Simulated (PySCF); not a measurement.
Electron correlation in Cd²⁺ (cadmium, charge +2)

[Kr] 4d9 5s1, 5s spin antiparallel (an excited configuration). Calculation: PySCF 2.14, in ANO-RCC-VTZP; scalar relativity by spin-free X2C-1e. Frozen: [Kr]; 10 electrons correlated.

MP2 pair energies summed by pair of shells (mhartree):

| pair | energy | share (%) |
| --- | --- | --- |
| 4d-4d | -215.26 | 84.0 |
| 4d-5s | -40.98 | 16.0 |

Total MP2 correlation energy: -256.24 mhartree.

Same-spin part -93.28 and opposite-spin part -162.96 mhartree; SCS-MP2 scales them by 1/3 and 6/5 to -226.65 mhartree.
